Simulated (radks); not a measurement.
Values are calculated unless marked as measured or tabulated.
Q: W2+, 72 electrons, occupied as [Xe] 4f14 5d4. Code: a radial shooting solver on a logarithmic mesh with Libxc functionals. Model: Dirac Kohn-Sham, exchange-only PBE, spin-unpolarised, spherical densities, finite nucleus; open shells are shared between the two j in proportion to 2j + 1; Fermi nuclear charge, rms radius 5.3658 fm.

Spin-orbit splittings of the eigenvalues, e(l+1/2) - e(l-1/2), with zeta = 2 splitting/(2l+1) and mean radii in bohr:

| shell | occ. | splitting (eV) | zeta (eV) | <r> j=l-1/2 | <r> j=l+1/2 |
|---|---|---|---|---|---|
| 2p | 6 | 1353 | 901.9 | 0.06365 | 0.07161 |
| 3p | 6 | 292.5 | 195.0 | 0.1906 | 0.2053 |
| 3d | 10 | 63.62 | 25.45 | 0.1797 | 0.1842 |
| 4p | 6 | 67.81 | 45.21 | 0.4546 | 0.4879 |
| 4d | 10 | ? | ? | 0.5048 | 0.5162 |
| 4f | 14 | 2.237 | 0.6392 | 0.6031 | 0.6129 |
| 5p | 6 | 9.822 | 6.548 | 1.177 | 1.281 |
| 5d | 4 | 0.8145 | 0.3258 | 1.871 | 1.934 |
| 6p | 0 | 1.005 | 0.6702 | 3.412 | 3.652 |

Estimate the 4d splitting.

A: 12.49 eV (zeta = 4.998 eV).
